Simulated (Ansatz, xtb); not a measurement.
**Relative energy of two structures of CH5FSSn**

Structure a is a singlet given by its coordinates and structure b is a singlet given by its coordinates. Both are isolated molecules in the gas phase, relaxed with PBE-D3(BJ)/def2-SVP.

a (Å):

```xyz
9

C    -0.7342   -1.3738   -1.8656
F     2.0700   -0.9530   -0.5997
S     0.6865    1.6032   -0.4572
Sn    0.1506   -1.1683    0.1732
H    -1.0000   -2.4345   -2.0584
H     0.0212   -1.0606   -2.6146
H    -1.6547   -0.7639   -1.9784
H     1.7030    0.6426   -0.6934
H     0.1932    1.4665   -1.7206
```

Close contacts (Å): C1–Sn4 2.23, F2–Sn4 2.08, S3–Sn4 2.89, C1–H5 1.11, C1–H6 1.11, C1–H7 1.11, S3–H8 1.42, S3–H9 1.36.

b (Å):

```xyz
9

C    -0.8309   -2.7672   -0.8068
F     0.4115   -0.9192   -2.7576
S    -0.1938   -1.5546    0.4113
Sn   -0.0836    0.5903   -1.5083
H    -0.2405   -2.5829   -1.7282
H    -0.6974   -3.7924   -0.4164
H    -1.8921   -2.5537   -1.0265
H    -1.3719   -1.2256    1.0133
H    -1.8810    0.2558   -1.6055
```

Close contacts (Å): C1–S3 1.83, F2–Sn4 2.02, S3–Sn4 2.88, C1–H5 1.11, C1–H6 1.11, C1–H7 1.10, S3–H8 1.36, Sn4–H9 1.83.

Task: Estimate which is lower in electronic energy at CCSD(T)/def2-SVP + ΔMP2/def2-TZVPP, and by roughly how much.

Result: The CCSD(T)/def2-SVP + ΔMP2/def2-TZVPP calculation puts structure a lower, by 5.6 kcal/mol.

How the difference moves with the method:

```csv
level,geometry,E(b) − E(a) (kcal/mol),departure from the last row (kcal/mol),"job, with rough time for the two"
GFN2-xTB,GFN2-xTB,−7.1,−12.7,"optimisation, 0.83 s"
HF/STO-3G,GFN2-xTB,+11.9,+6.3,"single point, 1.8 s"
r2SCAN-D4/def2-SVP,GFN2-xTB,+6.1,+0.5,"single point, 3 s"
PBE-D3(BJ)/def2-SVP,PBE-D3(BJ)/def2-SVP,+7.2,+1.6,"optimisation, 33 s"
HF/def2-SVP,PBE-D3(BJ)/def2-SVP,+0.3,−5.3,part of the CCSD(T) run
MP2/def2-SVP,PBE-D3(BJ)/def2-SVP,+5.9,+0.4,part of the CCSD(T) run
CCSD(T)/def2-SVP,PBE-D3(BJ)/def2-SVP,+4.6,−0.9,single point
CCSD(T)/def2-SVP + ΔMP2/def2-TZVPP,PBE-D3(BJ)/def2-SVP,+5.6,,"single point, 29 s"
```

GFN2-xTB puts the two in the other order. HF/def2-SVP finds them nearly level. The largest departure from CCSD(T)/def2-SVP + ΔMP2/def2-TZVPP is that of GFN2-xTB, 12.7 kcal/mol. The last row adds to CCSD(T) the change of the MP2 difference between the two basis sets, here +0.9 kcal/mol.

With harmonic frequencies from PBE-D3(BJ)/def2-SVP (ideal gas, rigid rotor, one conformer each, 298.15 K, 1 atm): on the last row, ΔE + ΔZPE = +6.4, ΔH = +6.1, ΔG = +6.5 kcal/mol.

The correlated steps freeze 11 core orbitals; the filled d shell of Sn is correlated, in a basis made for valence electrons. Atoms past krypton carry core potentials in the def2 sets, other sets are all-electron and non-relativistic, and no spin–orbit term is included. Programs: Ansatz 0.2.0, xtb 6.7.1; the last row on 2 threads of Intel(R) Xeon(R) Platinum 8375C CPU @ 2.90GHz (Ice Lake) on a shared host.
